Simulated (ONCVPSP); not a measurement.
**Cutoff test, Cd, ONCV**

* Element: Cd
* Generator: ONCVPSP 4.0.1
* Type: optimised norm-conserving Vanderbilt (ONCV)
* Functional: PBEsol
* Relativity: scalar-relativistic
* Frozen core: [Ar] 3d10
* Valence charge: 20
* Reference configuration: 4s2 4p6 4d10 5s1.5 (charge +0.5)
* Partial waves: 4s+5s: rc 1.70 bohr, ncon 4, nbas 7, qcut 6.7 1/bohr, 2 projectors; 4p: rc 1.60 bohr, ncon 4, nbas 7, qcut 8.3 1/bohr, 2 projectors, debl 2.6 Ha; 4d: rc 1.20 bohr, ncon 4, nbas 7, qcut 9.3 1/bohr, 2 projectors, debl 3.3 Ha
* Local potential: polynomial inside 1.20 bohr (lpopt 2, dvloc0 0 Ha)
* Core correction: none

In the p channel the program set the typed energies aside and used -2.615, 0.250 Ha.

Question: For each optimised wave give the share of its norm inside rc, the residual kinetic energy above qcut (Ha) and the cutoffs (Ha) for errors of 10, 1, 0.1 and 0.01 mHa per electron.

Answer:

| wave | norm inside rc | residual KE | 10 mHa | 1 mHa | 0.1 mHa | 0.01 mHa |
| --- | --- | --- | --- | --- | --- | --- |
| 4s | 0.987 | 7.1e-06 | 7.5 | 9.8 | 18.1 | 22.2 |
| 5s | 0.121 | 4.6e-05 | 6.2 | 14.6 | 20.7 | 48.1 |
| 4p | 0.951 | 1.0e-07 | 16.9 | 21.5 | 25.6 | 28.8 |
| p projector 2 | 0.030 | 6.7e-07 | 11.2 | 16.1 | 20.2 | 23.4 |
| 4d | 0.522 | 1.2e-04 | 28.9 | 36.8 | 44.3 | 105.7 |
| d projector 2 | 0.065 | 1.4e-04 | 27.6 | 36.5 | 44.3 | 74.0 |

The occupied waves need 37 Ha and 44 Ha for 1 and 0.1 mHa.
